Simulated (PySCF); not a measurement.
## Orbital picture of BeAl

LDA at R = 2.414 Å; Be def2-SVP, Al def2-SVP; no relativity (PySCF 2.14). State: ²Π (doublet), unpaired electrons π ↑. Only the outer orbitals are listed, counted within each symmetry.

```
spin  orbital  occ.  ε (eV)  on Be (%)            main shells (%)
   α       5σ     1   -8.82         23           73 Al s, 18 Be s
   α       6σ     1   -5.41         57  56 Be s, 22 Al s, 21 Al p
   α       2π     1   -3.65         40           60 Al p, 40 Be p
   α       2π     0   -3.59         39           60 Al p, 39 Be p
   α       7σ     0   -3.33         65  48 Be p, 32 Al p, 17 Be s
   α       3π     0   -1.45         58           58 Be p, 41 Al p
   β       5σ     1   -8.39         24           73 Al s, 19 Be s
   β       6σ     1   -5.08         55  53 Be s, 25 Al p, 20 Al s
   β       2π     0   -3.34         39           60 Al p, 39 Be p
   β       7σ     0   -3.10         66  49 Be p, 31 Al p, 17 Be s
   β       2π     0   -2.95         42           58 Al p, 42 Be p
```

Which are the highest filled and the lowest empty level, where do they sit, and how wide is the gap?

Highest filled α 2π at -3.65 eV (in %: 60 Al p, 40 Be p); lowest empty α 2π at -3.59 eV (in %: 60 Al p, 39 Be p); the gap at LDA is 0.06 eV. Both belong to one degenerate shell, split only by its one-sided filling, so this is no excitation gap.

```json
{
 "bond order (Mayer)": "1.41",
 "⟨S²⟩": "0.751",
 "charge on Be (Mulliken, basis-dependent)": "0.01",
 "charge on Be (Löwdin, basis-dependent)": "-0.09",
 "dipole moment (positive dipole means Be(−)Al(+))": "-0.23 D",
 "polarisability along the bond": "149.1 bohr³",
 "polarisability across the bond": "80.2 bohr³"
}
```

The state was picked by a PBE0 search and need not be the measured ground state.
